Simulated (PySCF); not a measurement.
A structure optimised at B3LYP-D3(BJ)/def2-SVP, used in a PySCF frequency run:

```
C
H 1 1.1064
C 1 1.5458 2 109.43
H 3 1.1017 1 111.56 2 60.87
H 3 1.1023 4 107.40 1 122.57
H 3 1.1028 4 107.18 5 115.10
Si 1 1.8604 2 105.24 3 -119.35
F 7 1.6339 1 109.26 2 -79.90
O 7 1.6568 8 109.21 1 -117.78
H 9 0.9645 7 118.26 8 -66.85
H 7 1.4864 8 105.69 9 -119.99
Si 1 1.8983 2 105.93 3 121.57
H 12 1.4886 1 111.19 2 46.41
H 12 1.4935 13 109.13 1 -121.67
H 12 1.4940 13 109.13 14 -118.01
```

Write its SMILES and formula.

C[C@H]([SiH3])[Si@H](O)F, C2H9FOSi2

What are its rotational constants (standard atomic weights)?

3.0511, 1.6013, 1.1448 GHz
